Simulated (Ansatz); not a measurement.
System: BHBr, charge 0, doublet. BHBr (SMILES [BH]Br, doublet).
B3LYP-D3(BJ)/def2-TZVP minimum from Ansatz (an electronic-structure program):
```
B
H 1 1.1882
Br 1 1.8779 2 123.60
```
Charge 0, spin multiplicity 2.

Total energies in cc-pVTZ, 11 correlated electrons, 15 frozen orbitals. Open shells are spin-unrestricted; no spin-orbit coupling. Cores are frozen in correlated methods (noble-gas shells, and filled d and f shells in the p block). No relativity. Spin-orbit terms, left out, reach several kcal/mol for Br and I, and more for heavier atoms.

```csv
method,program,energy (Eh),minus CCSDT(Q) (mEh)
HF,Ansatz,-2597.69545,273.31
MP2,Ansatz,-2597.93049,38.27
CCSD,Ansatz,-2597.95653,12.22
CCSD(T),Ansatz,-2597.96731,1.45
CCSDT(Q),Ansatz,-2597.96876,0.00
```

Rough core times of Ansatz's runs on a shared machine: CCSD(T) under 20 s, CCSDT(Q) 4 min.
